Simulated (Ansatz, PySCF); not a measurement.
H6SeSi2, SMILES [SiH3][Se][SiH3]. Atoms are numbered in the order given.

```xyz
9

Se    -0.5898     0.2848     0.5583
Si     1.1747     1.3079    -0.4744
H      1.1658     2.7224    -0.0051
H      1.0242     1.2595    -1.9594
H      2.4638     0.6524    -0.1018
Si    -0.2314    -1.7629    -0.3934
H      1.1142    -2.2947    -0.0238
H     -0.3225    -1.6820    -1.8818
H     -1.2985    -2.6583     0.1366
```

Geometry: PBE0-D3(BJ)/def2-SVP.

Two levels are set side by side: PBE-D3(BJ)/def2-SVP (Ansatz, an electronic-structure program) and PBE0-D3(BJ)/def2-SVP (Ansatz). Each level has its own optimised geometry; the coordinates shown are those of the second. Frequencies come from the Hessian of PySCF at each geometry. Differences are taken from unrounded values.

```
quantity                            PBE0-D3(BJ)  PBE-D3(BJ)  PBE-D3(BJ) minus PBE0-D3(BJ)
----------------------------------  -----------  ----------  ----------------------------
mean bond length (Å)                      1.691       1.703                         0.012
bond Se1–Si2 (Å)                          2.286       2.303                         0.017
bond Se1–Si6 (Å)                          2.286       2.303                         0.017
bond Si2–H3 (Å)                           1.490       1.501                         0.011
bond Si2–H4 (Å)                           1.493       1.504                         0.011
bond Si2–H5 (Å)                           1.493       1.504                         0.011
bond Si6–H7 (Å)                           1.493       1.504                         0.011
bond Si6–H8 (Å)                           1.493       1.504                         0.011
bond Si6–H9 (Å)                           1.490       1.501                         0.011
highest harmonic wavenumber (cm⁻¹)         2258        2187                           -71
mean harmonic wavenumber (cm⁻¹)            1069        1033                           -36
zero-point energy (kcal/mol)              32.09       31.00                         -1.09
```

GGA bonds tend to be longer and softer than those of functionals with exact exchange. Differences between two approximate levels are no errors against the true value.
